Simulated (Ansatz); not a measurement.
C$_{2}$H$_{5}$AlClN (`[NH2][Al]1[CH2][CH]1Cl`), relaxed with RKS PBE-D4/def2-SVP in Ansatz from a rough embedded geometry. The force threshold is 0.03 eV/Å; the program also tests the step.

The species carries charge 0 and has multiplicity 1.

Start:

```xyz
10

N     0.231   -2.418   -0.395
Al    0.192   -0.575   -0.496
C     0.854    1.176    0.079
C    -0.704    1.229   -0.052
Cl   -1.545    1.164    1.476
H     0.068   -2.718    0.655
H    -0.620   -2.804   -0.879
H     1.187    1.312    1.148
H     1.384    1.831   -0.658
H    -1.047    1.803   -0.877
```

(1) How much energy does the relaxation release, and in how many steps? (Estimate.)

(2) Which bonds change most? (An estimate is asked.)

(3) Give the relaxed structure. (Best estimate.)

Answers

(1) Ansatz gave: 86.05 kJ/mol, in 18 steps.

(2) Computed: Al2–Cl5 from 3.151 to 2.572 Å; C4–Cl5 from 1.745 to 1.908 Å; Al2–C4 from 2.063 to 1.913 Å; N1–H6 from 1.104 to 1.022 Å.

(3) The calculation gave: 
```xyz
10

N    -0.041   -2.305   -0.264
Al    0.055   -0.552   -0.013
C     0.867    1.195    0.207
C    -0.606    1.221   -0.295
Cl   -1.654    0.885    1.264
H     0.563   -2.988    0.197
H    -0.810   -2.776   -0.744
H     1.151    1.795    1.096
H     1.532    1.428   -0.654
H    -1.056    2.097   -0.794
```
